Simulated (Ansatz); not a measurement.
C₄H₇, charge -1, singlet, at a GFN2-xTB geometry (a gas-phase anion, which may not be bound at this level). Base run: B3LYP/3-21G run with Ansatz (a first-principles code).

Geometry (Å):
```xyz
11

C      0.0052     1.0993    -0.3427
C     -0.0071    -1.0187    -0.0083
C     -1.0765     0.0701     0.0852
C      1.0785     0.0552     0.0700
H      0.0163     1.9835     0.3624
H     -0.0174    -1.5264    -0.9785
H     -0.0069    -1.7908     0.7791
H     -1.4914     0.1322     1.1183
H     -1.9443    -0.0593    -0.5880
H      1.5087     0.1115     1.0972
H      1.9348    -0.0860    -0.6153
```
Charge -1, spin multiplicity 1.
All else is at Ansatz's defaults.
Base energy -155.64036 Eh.

Variants of this job, named by their change:

```tsv
change	ΔE vs base (kcal/mol)
base	0.000
point_charge = charge:0.5 position_ang:-0.8998, -3.9798, -3.0809	-30.04
fitting.mean_field = def2-universal-JKFIT	-0.097
point_charge = charge:1.0 position_ang:-2.7464, -0.8307, -4.1388	-67.5
nuclear_model = gaussian	0.007
point_charge = charge:-1.0 position_ang:0.3922, 4.7184, 1.7173	69.6
fitting.mean_field = cc-pVTZ-JKFIT	-0.060
final_grid = 4, 8, 17	-0.317
final_grid = 6, 12, 29	0.002
lower_state_search = off	0.000
final_grid = 14, 28, 59	0.000
```

A gas-phase anion may not be bound at this level; its values then depend on the basis.
